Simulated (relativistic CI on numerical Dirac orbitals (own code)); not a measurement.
## Calculated levels, Xe IV

Method of calculation: Dirac-Coulomb-Breit CI, KLI orbitals optimised for each configuration, model QED (radiative potential, 1s self-energy scaled to tabulated hydrogen-like ionisation energies), valence Slater integrals scaled by 0.85, P86 correlation estimate, and configurations built on the next ion tied to the tabulated ionisation energy (semi-empirical) (own radial code, finite nucleus).

Configurations in the expansion (outside the closed core [Kr] 4d10): 5s2 5p3, 5s2 5p2 5d, 5s2 5p2 6s, 5s2 5p2 6p, 5s2 5p2 6d, 5s2 5p2 7s, 5s2 5p2 5f, 5s2 5p2 6f, 5s 5p4, 5p5, 5s2 5p 5d2, 5s 5p3 5d, 5s2 5p2 5g, 5s2 5p 4f2, 5s2 5p2 4f, 5s 5p3 5f, 5s 5p3 5g, 5p3 5d2, 5s2 5p 5f2, 5s2 5p2 7p, 5s2 5p 4f 5d, 5s2 5p 5g2, 5s2 5p2 7d, 5p3 4f2. Levels of other configurations are missing.

```tsv
No.	Configuration	Term	J	E (eV)	%	Landé g
41	5p2(3P) 4f	4G°	5/2	22.6068	65	0.721
42	5p2(1D) 5d	2D	5/2	22.7001	48	1.142
43	5p2(3P) 4f	4G°	7/2	22.8314	40	1.127
44	5p2(3P) 6p	4D°	1/2	23.1948	52	0.709
45	5p2(1D) 5d	2S	1/2	23.3078	34	1.447
46	5p2(1D) 6s	2D	5/2	23.4011	66	1.275
47	5p2(1D) 6s	2D	3/2	23.4167	46	0.961
48	5p2(3P) 4f	4G°	7/2	23.5519	45	1.075
49	5p2(3P) 4f	4G°	9/2	23.6061	79	1.190
50	5p2(3P) 4f	2D°	5/2	23.6540	47	1.053
51	5p2(3P) 6p	4D°	3/2	23.7551	49	1.293
52	5p2(3P) 4f	2G°	7/2	23.8041	58	1.096
53	5p2(3P) 5d	2D	3/2	23.9186	25	1.141
54	5p2(3P) 4f	4D°	5/2	23.9978	49	1.261
55	5p2(3P) 4f	4F°	3/2	24.0111	52	0.713
56	5p2(1D) 4f	2G°	9/2	24.0733	57	1.178
57	5p2(3P) 4f	4G°	11/2	24.1143	84	1.251
58	5p2(1S) 5d	2D	3/2	24.1168	71	0.886
59	5p2(3P) 6p	2S°	1/2	24.1618	47	1.382
60	5p2(1S) 5d	2D	5/2	24.2367	65	1.163
61	5p2(3P) 6p	4D°	3/2	24.4746	20	1.171
62	5p2(3P) 4f	4D°	3/2	24.5552	36	1.091
63	5p2(3P) 4f	4F°	7/2	24.5673	53	1.192
64	5p2(3P) 4f	4F°	5/2	24.5780	47	1.078
65	5p2(3P) 4f	4D°	1/2	24.5986	85	0.065
66	5s 5p4(3P)‡	2P	1/2	24.6700	41	1.287
67	5p2(3P) 6p	4D°	5/2	24.7591	75	1.346
68	5p2(3P) 6p	2D°	3/2	24.9518	37	1.198
69	5p2(3P) 6p	4P°	1/2	24.9638	70	2.242
70	5p2(3P) 6p	2D°	5/2	25.0303	48	1.301
71	5p2(3P) 4f	2D°	3/2	25.0667	42	0.864
72	5p2(3P) 4f	2G°	9/2	25.2633	44	1.135
73	5p2(3P) 6p	4D°	7/2	25.3087	56	1.283
74	5p2(3P) 6p	4P°	3/2	25.4171	42	1.658
75	5p2(1S) 6s	2S	1/2	25.4549	84	1.981
76	5p2(1D) 4f	2G°	7/2	25.4763	38	1.095
77	5p2(1D) 4f	2F°	5/2	25.6168	74	0.920
78	5p2(3P) 6p	2P°	3/2	25.6980	66	1.218
79	5p2(1D) 4f	2G°	9/2	25.7514	47	1.131
80	5p2(3P) 6p	2D°	5/2	25.8418	41	1.242
81	5p2(1D) 4f	2F°	7/2	25.9169	44	1.146
82	5p2(3P) 6p	2P°	1/2	26.0488	74	0.856
83	5p2(3P) 4f	2F°	5/2	26.0586	56	0.956
84	5p2(1D) 4f	2H°	11/2	26.4315	85	1.113
85	5p2(1D) 4f	2D°	3/2	26.5928	79	0.821
```

Energies count from the lowest computed level; ° marks odd parity. Percentages are summed over parent terms; the parents shown are those of the largest component, closed shells are left out there. ‡ marks configurations that were not tied to measured data.

The mean weight of the leading LS term, summed over parents, in these 45 levels is 55 %, and that of the leading jj configuration (from the same eigenvectors) 62 %.

Configurations that consist of the next ion and one excited electron were tied to the tabulated ionisation energy; Rydberg ones are usually within 1,000 to 3,000 cm⁻¹ and the lowest ones within about 6,000 (9,000 in d shells), while levels on excited terms of the next ion carry the error of that term, and the other configurations can be misplaced by 10,000 cm⁻¹ or more. Rates follow the energies as ν³ (E1, M1) or ν⁵ (E2), so rates, branching and lifetimes can be off by large factors. The fine structure of a lone outer electron comes out too small, for d and f at times inverted, and misplaced configurations move strength between like terms. 28 of the 69 excited levels that our extract of the measured tables holds in this range could be paired (the sources list more); they are missed by 1460 cm⁻¹ on average and 4624 at most, and levels without a partner can miss by more.

LS names give the leading component of a level, which can be under half, so a name can repeat, a term be missing and a line seem to break the LS rules.
